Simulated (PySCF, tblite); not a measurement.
One entry of a table of gas-phase calculations, keyed by method. Lists by class give the value and the number of equivalent atoms.

```json
{
 "formula": "C6H5O",
 "smiles": "C#C[C@H]1[CH]OC=C1",
 "inchi": "InChI=1S/C6H5O/c1-2-6-3-4-7-5-6/h1,3-6H/t6-/m1/s1",
 "charge": 0,
 "multiplicity": 2,
 "geometry_level": "GFN2-xTB",
 "atoms_angstrom": [
  ["C", 2.577, 0.068, 0.474],
  ["C", 1.514, 0.082, -0.075],
  ["C", 0.183, 0.061, -0.681],
  ["C", -0.528, -1.231, -0.439],
  ["O", -1.63, -1.048, 0.334],
  ["C", -1.762, 0.281, 0.545],
  ["C", -0.779, 1.005, -0.004],
  ["H", 3.521, 0.063, 0.934],
  ["H", 0.309, 0.286, -1.755],
  ["H", -0.13, -2.222, -0.506],
  ["H", -2.623, 0.587, 1.11],
  ["H", -0.651, 2.067, 0.035]
 ],
 "electronic_structure_code": "PySCF",
 "results": {
  "GFN2-xTB geometry": {
   "point_group": "C1",
   "rotational_constants_GHz": [6.662, 2.109, 1.841]
  },
  "GFN2-xTB harmonic vibrations, gas phase": {
   "strongest_ir_bands_cm-1_km_per_mol_modes": [
    [342.9, 34.2, 1],
    [997.4, 56.6, 1],
    [1061.1, 24.3, 1],
    [1289.0, 81.6, 1],
    [1579.0, 41.6, 1],
    [2780.6, 35.5, 1]
   ],
   "zpe_kcal_per_mol": 53.4
  },
  "UKS B3LYP, pcH-1 on C H O, non-relativistic, mean-field spin-orbit, GIAO": {
   "g_iso": 2.00293,
   "g_tensor": [2.00207, 2.00285, 2.00388],
   "s2": 0.755,
   "a_iso_by_class_MHz": [
    ["1H", 138.9, 1],
    ["13C", 120.3, 1],
    ["13C", 113.0, 1],
    ["1H", -49.7, 1],
    ["13C", -27.6, 1]
   ],
   "spin_populations_mulliken_by_atom": [0.01, 0.03, -0.07, 0.88, 0.08, -0.04, 0.1, 0.0, 0.05, -0.04, 0.0, 0.0]
  }
 }
}
```

The rotational constants make it an asymmetric top with κ = (2B − A − C)/(A − C) = -0.89, nearer the prolate limit (−1). With B = h/(8π²I), that is 505.379 GHz u Å² over I, the principal moments of inertia are 75.9, 239.7 and 274.4 u Å² (most abundant isotopes); the inertial defect Ic − Ia − Ib is -41.2 u Å² (zero for a rigid planar frame, negative otherwise).

 In GFN2-xTB open shells enter through the occupations alone, without spin polarisation, so single modes can be far off. Hyperfine couplings depend on the geometry, which wasn't re-optimised at a DFT level.
